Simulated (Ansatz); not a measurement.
Geometry optimisation, Ansatz 0.2.0, UKS B3LYP/def2-SVP.

The input (input.yaml):

```yaml
crystal:
  periodic: [false, false, false]
  atoms:
    - { symbol: Ta, position_ang: [-0.301775, -0.04551, -0.177412] }
    - { symbol: F, position_ang: [2.76678, 0.527364, -0.049645] }
    - { symbol: F, position_ang: [0.792385, -0.373288, 1.392253] }
    - { symbol: "N", position_ang: [-0.235219, -0.12525, -2.150373] }
    - { symbol: H, position_ang: [-0.538292, -0.944451, -2.678909] }
    - { symbol: H, position_ang: [0.387, 0.438327, -2.732921] }
    - { symbol: F, position_ang: [-0.179206, 1.82763, -0.007836] }
    - { symbol: F, position_ang: [-1.419369, -1.543527, 0.048334] }
    - { symbol: H, position_ang: [2.377698, 0.238705, 0.746508] }
magnetization:
  spin_polarized: true
  initial_magnetization: 1
basis:
  gaussian: { orbitals: def2-SVP }
hamiltonian:
  xc: b3lyp
relax:
  f_tol: 0.03
  max_steps: 50
```

Run as:

```bash
$ ansatz run input.yaml --threads 4 --pin off --max-ram 5120MiB --backend cpu --events-out ev --progress --plain --runs-dir out
```

Question: Where does it end, and by what steps?

Answer: The forces met the threshold. After 9 steps the energy has fallen by 0.037 eV; F2 moved furthest, 0.38 Å. Joined: Ta1–F2 (3.12 → 2.66 Å).

```csv
step,energy less start (eV),largest force component (eV/Å),accepted
0,0.0000,0.268,yes
1,0.0107,1.190,no
2,-0.0128,0.264,yes
3,-0.0226,0.264,yes
4,-0.0282,0.402,yes
5,-0.0302,0.545,yes
6,-0.0356,0.239,yes
7,-0.0367,0.076,yes
8,-0.0366,0.039,no
9,-0.0371,0.016,yes
```

```xyz
9
Properties=species:S:1:pos:R:3
Ta -0.188 -0.047 -0.161
F 2.407 0.527 -0.173
F 0.810 -0.430 1.472
N -0.177 -0.140 -2.139
H -0.401 -0.980 -2.672
H 0.358 0.496 -2.733
F -0.067 1.832 0.008
F -1.403 -1.465 0.079
H 2.311 0.208 0.709
```

Whether the end is a true minimum wasn't checked by a vibrational analysis.

The run took 33 s on 4 threads of Arm Neoverse V2, with other jobs on the host, peak memory 0.4 GiB.
